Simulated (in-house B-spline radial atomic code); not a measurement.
Successive ionisation energies of iridium; each step leads to the configuration of the next row (after the last: [Kr] 4d10 4f5/2(2)). Dirac energy differences include first-order Breit, QED and recoil terms. NIST's values go from ground level to ground level; the uncertainty of those that are theory runs from under 0.1 % in few-electron ions to several per cent in heavy many-electron ones. Computed with an all-electron radial atomic-structure program (B-spline basis): Dirac-Hartree-Fock, jj configuration that fills j = l - 1/2 first, finite nuclei.

A number in brackets counts the electrons of a j subshell.

```tsv
ion	configuration	ionisation energy (eV)	tabulated value (eV)	tabulated kind	computed minus tabulated (eV)	highest orbital	largest mean radius (bohr)
Ir16+	[Kr] 4d10 4f5/2(6) 4f7/2(7) 5s2	411.2	407	tabulated theory	4.2	5s1/2	0.88702
Ir17+	[Kr] 4d10 4f5/2(6) 4f7/2(6) 5s2	434.8	445	tabulated theory	-10.2	5s1/2	0.87271
Ir18+	[Kr] 4d10 4f5/2(6) 4f7/2(6) 5s1	462.1	472	tabulated theory	-9.9	5s1/2	0.86409
Ir19+	[Kr] 4d10 4f5/2(6) 4f7/2(6)	513.7	510	tabulated theory	3.7	4f7/2	0.48309
Ir20+	[Kr] 4d10 4f5/2(6) 4f7/2(5)	556.9	560	tabulated theory	-3.1	4f7/2	0.47461
Ir21+	[Kr] 4d10 4f5/2(6) 4f7/2(4)	601.3	610	tabulated theory	-8.7	4f7/2	0.46655
Ir22+	[Kr] 4d10 4f5/2(6) 4f7/2(3)	646.9	670	tabulated theory	-23.1	4f7/2	0.45889
Ir23+	[Kr] 4d10 4f5/2(6) 4f7/2(2)	693.6	720	tabulated theory	-26.4	4f7/2	0.45422
Ir24+	[Kr] 4d10 4f5/2(6) 4f7/2(1)	741.5	770	tabulated theory	-28.5	4f7/2	0.4506
Ir25+	[Kr] 4d10 4f5/2(6)	800.2	820	tabulated theory	-19.8	4f5/2	0.44698
Ir26+	[Kr] 4d10 4f5/2(5)	850.5	870	tabulated theory	-19.5	4f5/2	0.44311
Ir27+	[Kr] 4d10 4f5/2(4)	901.9	920	tabulated theory	-18.1	4f5/2	0.43926
Ir28+	[Kr] 4d10 4f5/2(3)	954.4	980	tabulated theory	-25.6	4f5/2	0.43544
```
